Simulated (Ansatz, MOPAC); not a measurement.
Process, species as SMILES: CC(C)CO → [CH2]C(C)CO + H atom (the C-H bond breaks)

Wanted: bond dissociation energy (enthalpy at 298 K), in kcal/mol. Terms: PM7 with its own dispersion and hydrogen-bond terms; UHF or UKS for open shells; non-relativistic; no dispersion term unless named; 6-311+G** with 5d; no spin-orbit coupling; frozen cores in correlated levels. CBS marks a two-point X^-3 extrapolation of the correlation energy; Hartree-Fock from the larger set. First-principles rows: single points at B3LYP-D3(BJ) geometries (Ansatz, an electronic-structure program), with unscaled harmonic terms from B3LYP/6-31G* (Ansatz) at its own minima. Semi-empirical rows: MOPAC heats of formation at their own minima for 298 K.

```json
[
 {"species": "CC(C)CO", "coefficient": "-1", "E at B3LYP/6-311+G** (Ansatz), Eh": "-233.74438", "E at B3LYP/def2-TZVPD (Ansatz), Eh": "-233.76849", "H(298 K) - E, kcal/mol": "90.95", "heat of formation at PM7 (MOPAC), kcal/mol": "-66.44"},
 {"species": "[CH2]C(C)CO", "coefficient": "+1", "E at B3LYP/6-311+G** (Ansatz), Eh": "-233.07236", "E at B3LYP/def2-TZVPD (Ansatz), Eh": "-233.09664", "H(298 K) - E, kcal/mol": "81.63", "heat of formation at PM7 (MOPAC), kcal/mol": "-31.56"},
 {"species": "H atom", "coefficient": "+1", "E at B3LYP/6-311+G** (Ansatz), Eh": "-0.50216", "E at B3LYP/def2-TZVPD (Ansatz), Eh": "-0.50215", "H(298 K) - E, kcal/mol": "1.48", "heat of formation at PM7 (MOPAC), kcal/mol": "52.10"}
]
```

Coupled cluster (Ansatz) is a level with limits of its own, used here on species with T1 under 0.025 (0.045 for open shells) and stable references: CCSD(T)/CBS(cc-pVTZ,cc-pVQZ). Value to compare with, CCSD(T)/CBS(cc-pVTZ,cc-pVQZ) (Ansatz): 101.7 kcal/mol. 1 Eh = 627.5095 kcal/mol.

**Question.** Compute it at each level from the table, and compare with CCSD(T)/CBS(cc-pVTZ,cc-pVQZ) (Ansatz).

**Answer.** 
- B3LYP/6-311+G**: the sum of coefficient times E is 0.16986 Eh, or 106.59 kcal/mol; the thermal terms add -7.84. Result: 98.7 kcal/mol. Its difference against CCSD(T)/CBS(cc-pVTZ,cc-pVQZ) (Ansatz) is -3.0 kcal/mol.
- B3LYP/def2-TZVPD: the sum of coefficient times E is 0.16970 Eh, or 106.49 kcal/mol; the thermal terms add -7.84. Result: 98.6 kcal/mol. Its difference against CCSD(T)/CBS(cc-pVTZ,cc-pVQZ) (Ansatz) is -3.1 kcal/mol.
- PM7: the sum of coefficient times heat of formation is 86.98 kcal/mol; it needs no thermal term. Its difference against CCSD(T)/CBS(cc-pVTZ,cc-pVQZ) (Ansatz) is -14.7 kcal/mol.
